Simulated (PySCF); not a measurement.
CH₈FNSi₂, SMILES NC[SiH2][SiH2]F. The structure is a stationary point at PBE-D3(BJ)/def2-SVP. The structure was generated by enumeration, and PubChem lists no compound with its InChIKey, so it may never have been made. One conformer was computed; it need not be the lowest.

Computed equilibrium geometry at PBE-D3(BJ)/def2-SVP (PySCF confirms it by a frequency run) as a Z-matrix (one conformer of several):
```
Si
H 1 1.5097
H 1 1.5112 2 107.10
C 1 1.9233 2 108.39 3 117.48
H 4 1.1113 1 108.53 2 66.75
H 4 1.1115 5 105.16 1 -116.60
N 4 1.4662 5 109.47 6 -117.40
H 7 1.0285 4 110.20 5 -64.11
H 7 1.0286 8 105.54 4 119.03
Si 1 2.3541 2 109.27 3 -117.59
F 10 1.6512 1 107.24 2 -68.05
H 10 1.5061 11 108.01 1 -122.82
H 10 1.5069 12 108.53 11 116.57
```
Charge 0, spin multiplicity 1.
